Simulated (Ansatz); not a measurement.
A structure relaxed at PBE0-D4/def2-TZVP, charge 0, multiplicity 1:

Cartesian coordinates in Å:
```
S 0.081 1.122 -1.004
Sb -0.242 -0.472 0.796
H -0.697 2.048 -0.422
H -0.553 -1.791 -0.248
H 1.410 -0.908 0.878
```

**Question.** Give its formula and SMILES.

**Answer.** H3SSb, `[SH][SbH2]`.

**Question.** Point group (tolerance 0.08 Å, 0.16 Å for H)?

**Answer.** Cs.

**Question.** Summarise the bond lengths by kind.

**Answer.** 1 × S–Sb 2.426 Å; 1 × H–S 1.342 Å; 2 × H–Sb 1.710 Å.

Program: Ansatz 0.2.0.
